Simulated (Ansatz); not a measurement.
GeH$_{7}$NO$_{3}$Si (`[OH][GeH2][NH][SiH](O)O`). Charge 0, multiplicity 1. All single points use the PBE0-D4/def2-TZVP geometry. It is one conformer, not always the lowest.

```xyz
13

O    -0.160   -2.095   -0.702
Ge   -0.034   -0.594   -1.685
N     0.452    0.765   -0.568
Si   -0.263    0.991    0.974
O     0.995    1.044    2.031
O    -1.331   -0.222    1.205
H     0.699   -2.437   -0.442
H     1.047   -0.745   -2.768
H    -1.457   -0.432   -2.219
H     1.356    1.179   -0.740
H    -1.055    2.232    1.128
H     0.814    1.409    2.899
H    -1.063   -1.095    0.886
```

(1) What is the dipole moment at ωB97M-V/def2-TZVPP? (Estimate.)

(2) And with PBE, r2SCAN, B3LYP? (An estimate is asked.)

(3) Give the Mulliken charges with ωB97M-V, PBE, B3LYP in def2-TZVPP. (Best estimate.)

Results:

(1) The calculation gave: 2.41 D, with components (2.27, 0.19, -0.79) D in this frame, pointing from negative to positive charge.

(2) Ansatz gave: PBE 2.32 D, r2SCAN 2.36 D, B3LYP 2.38 D.

(3) Computed: 
| atom | ωB97M-V | PBE | B3LYP |
| --- | --- | --- | --- |
| O1 | -0.45 | -0.41 | -0.45 |
| Ge2 | 0.38 | 0.35 | 0.41 |
| N3 | -0.40 | -0.33 | -0.38 |
| Si4 | 0.62 | 0.53 | 0.66 |
| O5 | -0.38 | -0.35 | -0.39 |
| O6 | -0.40 | -0.36 | -0.41 |
| H7 | 0.17 | 0.18 | 0.18 |
| H8 | 0.02 | -0.01 | -0.01 |
| H9 | 0.04 | 0.00 | 0.01 |
| H10 | 0.11 | 0.14 | 0.13 |
| H11 | -0.07 | -0.12 | -0.12 |
| H12 | 0.17 | 0.18 | 0.18 |
| H13 | 0.20 | 0.20 | 0.20 |

B3LYP here is the variant with VWN-RPA as its local correlation; programs differ in this.
